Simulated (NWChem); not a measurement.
CH$_{3}$BeI; SMILES [CH3][Be][I]

```xyz
6

Be    -0.0021    -1.5067     0.0002
I      0.0000     0.6768     0.0000
C      0.0004    -3.1782     0.0000
H      0.3535    -3.5894    -0.9623
H     -1.0070    -3.5947     0.1763
H      0.6593    -3.5890     0.7852
```
Atoms are numbered in this order, from 1.

Results from NWChem. Coordinates come from a PBE0/def2-SVP optimisation. def2 effective core potentials on I; no spin-orbit coupling.

Estimate the computed values for RPBE/def2-TZVP. Quantities: highest occupied level (eV); orbital gap (eV); dipole (D).


```json
{
 "highest occupied level (eV)": "-6.76",
 "orbital gap (eV)": "5.73",
 "dipole (D)": "0.86"
}
```
